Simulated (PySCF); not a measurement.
Computed data sheet: Me2PhSiCl (`C[Si](C)(Cl)c1ccccc1`)

Me2PhSiCl, C8H11ClSi.
Atom-mapped SMILES: `[CH3:1][Si:2]([CH3:3])([Cl:4])[c:5]1[cH:6][cH:7][cH:8][cH:9][cH:10]1` (hydrogens: H11, H12, H13 on C1; H14, H15, H16 on C3; H17 on C6; H18 on C7; H19 on C8; H20 on C9; H21 on C10)

Structural features include: benzene ring and C–Si bond.

From PBE0-D3(BJ)/def2-SVP geometry optimisation, gas phase (PySCF):

```yaml
Point_group: C1
Rotational_constants_A_B_C: 1.653, 0.622, 0.551 GHz
```

PBE0/def2-SVPD ground state, ΔSCF and vertical TDDFT (core frozen in the response) (PySCF):

```yaml
Dipole_moment: 2.34 D
HOMO_energy: -7.44 eV
LUMO_energy: -0.80 eV
HOMO–LUMO_gap: 6.64 eV
Lowest_singlet_excitation: 5.33 eV (233 nm, f = 0.003)
Strongest_line_among_the_10_lowest_singlet_transitions: S7 at 6.88 eV (180 nm, f = 0.630)
Lowest_triplet_excitation_Tamm–Dancoff: 3.99 eV
Static_isotropic_polarisability: 130.9 au
Vertical_ionisation_energy: 9.10 eV
Electronic_spatial_extent_⟨r²⟩_about_the_centre_of_nuclear_charge: 2188 bohr²
```

From PBE0/pcSseg-1 ground state and GIAO shieldings, non-relativistic (PySCF):

```yaml
Lowest_Hirshfeld_atomic_charge: -0.22 e on C1
Highest_Hirshfeld_atomic_charge: +0.40 e on Si2
13C_chemical_shifts_computed_TMS_as_zero_by_class: 142.2 (C5), 139.3 (C6/C10), 136.0 (C8), 133.4 (C7/C9), 3.1 (C1/C3) ppm
1H_chemical_shifts_computed_TMS_as_zero_by_class: 7.67 (H17/H21), 7.50 (H19), 7.48 (H18/H20), 0.57 (H11/H12/H13/H14/H15/H16) ppm
Isotropic_shieldings_of_nuclei_other_than_C_and_H_by_class: 322 (Si2), 930 (Cl4) ppm
Mayer_bond_orders_between_heavy_atoms: C1–Si2 1.01, Si2–C3 0.99, Si2–Cl4 0.94, Si2–C5 0.83, C5–C6 1.42, C6–C7 1.44, C7–C8 1.43, C8–C9 1.42, C9–C10 1.45, C10–C5 1.41
```

Monoisotopic mass from the formula: 170.0319 u.

In wavenumbers S1 is 43000 cm⁻¹ (1 eV = 8065.54 cm⁻¹). The vertical singlet–triplet gap S1 − T1 is 1.34 eV (TDDFT singlet less Tamm–Dancoff triplet; S1: HOMO−1→LUMO, weight 0.46, beside HOMO→LUMO+1, weight 0.32; T1: HOMO→LUMO, weight 0.50, beside HOMO−1→LUMO+1, weight 0.26). The rotational constants make it an asymmetric top with κ = (2B − A − C)/(A − C) = -0.87, nearer the prolate limit (−1). S1 lies 1.31 eV below the HOMO–LUMO gap; its leading configuration is HOMO−1→LUMO, weight 0.46, beside HOMO→LUMO+1, weight 0.32. The largest Löwdin shares of the HOMO are 0.20 on C10, 0.20 on C7, 0.18 on C5 and 0.17 on C8.

 NMR classes are plain means over equivalent atoms (diastereotopic ones count apart unless rotation or inversion swaps them), as if these changed places fast; in this geometry the members of some classes differ.

For the TDDFT job (PBE0/def2-SVPD), the run took 11 min on an Arm Neoverse V1 with one thread (shared host).

Conformer computed: `[CH3:1][Si:2]([CH3:3])([Cl:4])[c:5]1[cH:6][cH:7][cH:8][cH:9][cH:10]1`: C1–Si2–C5–C6 -108°.

One conformer stands for the species.
